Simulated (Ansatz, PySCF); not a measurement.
Gas-phase reaction (SMILES): F[SiH2][SiH2]F → 2 F[SiH2]; the Si-Si bond at the site shown breaks (other sites are not compared here).

Each molecule is optimised on its own at B3LYP-D3(BJ)/def2-TZVP (Ansatz, a quantum-chemistry and plane-wave program), one conformer each, not searched for the lowest. Correlated levels leave the core frozen unless marked. UHF or UKS for open shells. No spin-orbit coupling. No relativistic terms. CBS(X,Y): correlation extrapolated as X^-3; Hartree-Fock from the larger set. Thermal terms are rigid-rotor harmonic-oscillator values from B3LYP-D3(BJ) frequencies (PySCF) at 298.15 K and 1 atm. 1 Eh = 627.5095 kcal/mol. Electronic entropy comes from spin alone.

| species | E, CCSD(T)/CBS(aug-cc-pV(T+d)Z,aug-cc-pV(Q+d)Z) (Ansatz) (Eh) | E, PBE/def2-TZVPD (Ansatz) (Eh) | H - E (Eh) | G - E (Eh) |
|---|---|---|---|---|
| F[SiH2][SiH2]F | -780.24450 | -780.79780 | 0.04714 | 0.00979 |
| F[SiH2] | -390.05828 | -390.34035 | 0.02153 | -0.00685 |

Problem. Work out ΔE and ΔH, ΔG, ΔS and the equilibrium constant at 298.15 K at the first level, then ΔH at the second.

Solution. 
1. ΔE = [2×(-390.05828)] - [(-780.24450)] = 0.12794 Eh = 80.3 kcal/mol at CCSD(T)/CBS(aug-cc-pV(T+d)Z,aug-cc-pV(Q+d)Z).
2. The terms H - E add up to -0.00408 Eh, so ΔH = (0.12794 + (-0.00408))×627.5095 = 77.7 kcal/mol.
3. The terms G - E add up to -0.02349 Eh, so ΔG = 65.5 kcal/mol, and ΔS = (-0.00408 - (-0.02349))×627509.5/298.15 = 40.9 cal/(mol K).
4. log10 K = -ΔG/(RT ln 10) = -48.0, with RT ln 10 = 1.3642 kcal/mol.
5. With ΔH and ΔS taken as constant, ΔG changes sign near ΔH/ΔS = 1900 K, a rough figure that leaves out heat capacities.
6. At PBE/def2-TZVPD the same steps give ΔE = 73.5 and ΔH = 70.9 kcal/mol, a shift of -6.8 from the first level.
7. These values are not checked against measurement here, since the tables used lack a sound gas-phase enthalpy of formation for at least one species.
